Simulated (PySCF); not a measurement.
Isomers of C5H9NO2, mass 115.063 u with the commonest isotopes. The calculation used B3LYP/def2-SVPD in PySCF (dipole) on a GFN2-xTB geometry, gas phase. One conformer each, none proved a minimum here; rigid rotors.

Problem. Order these by rotational constant C, smallest first.
A. `[CH3:1][O:2][C@@H:3]1[CH2:4][C@@H:5]1[C:6]([NH2:7])=[O:8]` with C1–O2–C3–C4 -83°, C4–C5–C6–N7 -47°, C5–C6–N7–H -21° and -174°
B. `[CH3:1][O:2][CH2:3]/[CH:4]=[N:5]/[C:6]([CH3:7])=[O:8]` with C1–O2–C3–C4 72°, O2–C3–C4–N5 -145°, C4–N5–C6–C7 -109°
C. `[CH3:1][O:2][C@H:3]([CH2:4][OH:5])[CH2:6][C:7]#[N:8]` with C1–O2–C3–C4 -157°, O2–C3–C4–O5 -60°, C3–C4–O5–H 55°, O2–C3–C6–C7 -163°
D. `[CH3:1][NH:2][C:3](=[O:4])[CH:5]1[CH2:6][O:7][CH2:8]1` with C1–N2–C3–O4 0°, N2–C3–C5–C6 -68°
E. `[O:1]=[CH:2][NH:3][CH2:4]/[CH:5]=[CH:6]\[CH2:7][OH:8]` with O1–C2–N3–C4 4°, C2–N3–C4–C5 117°, N3–C4–C5–C6 66°, C5–C6–C7–O8 -76°, C6–C7–O8–H -61°

Solution. B (788.9 MHz), E (976.8 MHz), C (1051 MHz), D (1089 MHz), A (1158 MHz).

Problem. Order these by dipole moment, largest first.
A. `[CH3:1][NH:2][C:3](=[O:4])[CH:5]1[CH2:6][O:7][CH2:8]1` with C1–N2–C3–O4 0°, N2–C3–C5–C6 -68°
B. `[O:1]=[CH:2][NH:3][CH2:4]/[CH:5]=[CH:6]\[CH2:7][OH:8]` with O1–C2–N3–C4 4°, C2–N3–C4–C5 117°, N3–C4–C5–C6 66°, C5–C6–C7–O8 -76°, C6–C7–O8–H -61°
C. `[CH3:1][O:2][C@H:3]([CH2:4][OH:5])[CH2:6][C:7]#[N:8]` with C1–O2–C3–C4 -157°, O2–C3–C4–O5 -60°, C3–C4–O5–H 55°, O2–C3–C6–C7 -163°
D. `[CH2:1]=[N:2][CH2:3][C@@H:4]([CH:5]=[O:6])[O:7][CH3:8]` with C1–N2–C3–C4 -117°, N2–C3–C4–C5 158°, C3–C4–C5–O6 -43°, C3–C4–O7–C8 73°
E. `[CH3:1][O:2][CH2:3]/[CH:4]=[N:5]/[C:6]([CH3:7])=[O:8]` with C1–O2–C3–C4 72°, O2–C3–C4–N5 -145°, C4–N5–C6–C7 -109°

Solution. B (5.11 D), C (4.55 D), A (4.41 D), E (3.82 D), D (2.12 D).

Problem. Order these by rotational constant B, largest first.
A. `[CH2:1]=[N:2][CH2:3][C@@H:4]([CH:5]=[O:6])[O:7][CH3:8]` with C1–N2–C3–C4 -117°, N2–C3–C4–C5 158°, C3–C4–C5–O6 -43°, C3–C4–O7–C8 73°
B. `[CH3:1][O:2][C@H:3]([CH2:4][OH:5])[CH2:6][C:7]#[N:8]` with C1–O2–C3–C4 -157°, O2–C3–C4–O5 -60°, C3–C4–O5–H 55°, O2–C3–C6–C7 -163°
C. `[CH3:1][O:2][C@@H:3]1[CH2:4][C@@H:5]1[C:6]([NH2:7])=[O:8]` with C1–O2–C3–C4 -83°, C4–C5–C6–N7 -47°, C5–C6–N7–H -21° and -174°
D. `[CH3:1][O:2][CH2:3]/[CH:4]=[N:5]/[C:6]([CH3:7])=[O:8]` with C1–O2–C3–C4 72°, O2–C3–C4–N5 -145°, C4–N5–C6–C7 -109°
E. `[CH3:1][NH:2][C:3](=[O:4])[CH:5]1[CH2:6][O:7][CH2:8]1` with C1–N2–C3–O4 0°, N2–C3–C5–C6 -68°
F. `[O:1]=[CH:2][NH:3][CH2:4]/[CH:5]=[CH:6]\[CH2:7][OH:8]` with O1–C2–N3–C4 4°, C2–N3–C4–C5 117°, N3–C4–C5–C6 66°, C5–C6–C7–O8 -76°, C6–C7–O8–H -61°

Solution. A (1710 MHz), B (1492 MHz), C (1360 MHz), E (1260 MHz), F (1175 MHz), D (885.2 MHz).

```
                 SMILES  point group  Ia (u·Å²)  Ib (u·Å²)  Ic (u·Å²)      κ  μa (D)  μb (D)  μc (D)
           O=CNC/C=C\CO           C1     127.05     430.04     517.38  -0.87    5.08    0.18    0.50
         COC/C=N/C(C)=O           C1     100.67     570.91     640.64  -0.95    2.46    2.91    0.22
        CO[C@H](CO)CC#N           C1     201.18     338.63     481.02  -0.40    4.08    1.99    0.30
      C=NC[C@@H](C=O)OC           C1     221.37     295.60     486.49   0.08    1.93    0.56    0.69
CO[C@@H]1C[C@@H]1C(N)=O           C1     119.42     371.53     436.30  -0.87    5.05    0.11    1.04
          CNC(=O)C1COC1           C1     102.93     401.05     464.15  -0.91    2.05    3.37    1.97
```
